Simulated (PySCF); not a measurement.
C2H6FNSi2, SMILES C1[Si@@H]([Si@@H](C=1)N)F. Atoms are numbered in the order given.

```xyz
12

N      2.3259    -0.2036     0.7203
Si     0.6456    -0.5569     0.9026
C     -0.1514    -1.6599    -0.4261
C     -1.1239    -0.9081    -1.0098
Si    -1.0466     0.7394    -0.1007
F     -0.5654     1.9945    -1.0459
H      2.9451    -0.1521     1.5212
H      2.6821     0.3214    -0.0713
H      0.4985    -1.0598     2.3010
H      0.0481    -2.7020    -0.7138
H     -1.7813    -1.2887    -1.8026
H     -2.3191     1.2084     0.5258
```

The structure is a stationary point at B3LYP-D3(BJ)/def2-SVP. The structure was generated by enumeration; whether it is a known compound was not checked. One conformer was computed; it need not be the lowest.

All values below come from PySCF with PBE0/pcSseg-1.

GIAO shieldings, no solvent; atoms listed in one row are averaged. δ = σ(ref) − σ: ¹⁵N against NH3 (σ = 267.4 ppm); ²⁹Si against TMS (σ = 352.7 ppm); ¹³C against TMS (σ = 186.3 ppm); ¹⁹F against CFCl3 (σ = 167.2 ppm); ¹H against TMS (σ = 31.56 ppm), references at their B3LYP-D3(BJ)/def2-TZVP geometries, non-relativistic.

Computed chemical shifts:
| nucleus | atoms | count | δ (ppm) |
|---|---|---|---|
| ¹⁵N | N1 | 1 | 17.6 |
| ²⁹Si | Si5 | 1 | 44.5 |
| ²⁹Si | Si2 | 1 | -3.4 |
| ¹³C | C3 | 1 | 188.7 |
| ¹³C | C4 | 1 | 181.8 |
| ¹⁹F | F6 | 1 | -209.6 |
| ¹H | H10 | 1 | 8.62 |
| ¹H | H11 | 1 | 8.36 |
| ¹H | H12 | 1 | 6.45 |
| ¹H | H9 | 1 | 5.71 |
| ¹H | H7 | 1 | 1.08 |
| ¹H | H8 | 1 | 0.73 |
